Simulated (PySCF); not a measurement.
SMILES CC(C)(C)/C=C\Br (C6H11Br) at its GFN2-xTB optimised geometry (Å):

```
18

C      1.3754     0.6603     0.0000
C     -0.1588     0.6603     0.0000
C     -0.6535     2.1109     0.0000
C     -0.6844    -0.0416    -1.2587
C     -0.6845    -0.0193     1.2409
C     -0.5234    -1.2593     1.6691
Br     0.4628    -2.6426     0.8235
H      1.7549     1.1278     0.9066
H      1.7427     1.2206    -0.8566
H      1.7725    -0.3481    -0.0607
H     -0.2869     2.6426     0.8759
H     -0.2980     2.6299    -0.8869
H     -1.7412     2.1465     0.0023
H     -0.3548     0.4969    -2.1441
H     -1.7725    -0.0649    -1.2537
H     -0.3175    -1.0608    -1.3278
H     -1.2896     0.6101     1.8832
H     -0.9640    -1.6103     2.5890
```

Computed with PBE0/def2-SVP (PySCF). Cells within 0.4 Å of a nucleus heavier than hydrogen are left out (blank, or x).

Map of the Laplacian of the electron density (e/bohr⁵) on the plane z = 1.5 Å:

```
|5555555555555555555555555555555|
|5555555555555555555555555555555|
|5555555555555555555555555555555|
|5555555555555555555555555555555|
|5555555555555555555555555555555|
|5555555555555555555555555555555|
|5555555555555555555555555555555|
|5555555555555555555555555555555|
|5555555555555555555555555555555|
|5555555555555555555555555555555|
|5555555555555555555555555555555|
|5555555555555555555555555555555|
|5555555555555555555555555555555|
|5555555555533555555555555555555|
|5555555555530555555555555555555|
|5555555555558x75555555555555555|
|5555555555554715555555555555555|
|5555555555554015555555555555555|
|5555555555553xx4555555555555555|
|5555555555554xx4555555555555555|
|5555555555555534555555555555555|
|5555555555555554555555555555555|
|5555555555555555655555555555555|
|5555555555555555974555555555555|
|5555555555555554445555555555555|
|5555555555555555555555555555555|
|5555555555555555555555555555555|
|5555555555555555555555555555555|
|5555555555555555555555555555555|
|5555555555555555555555555555555|
|5555555555555555555555555555555|
```
Scale: ten equal steps from -1.03 (start of '0') to 0.981 (end of '9'), in the order '0123456789'; x runs from -5.00 to 5.00, y from -5.00 (bottom) to 5.00 (top).
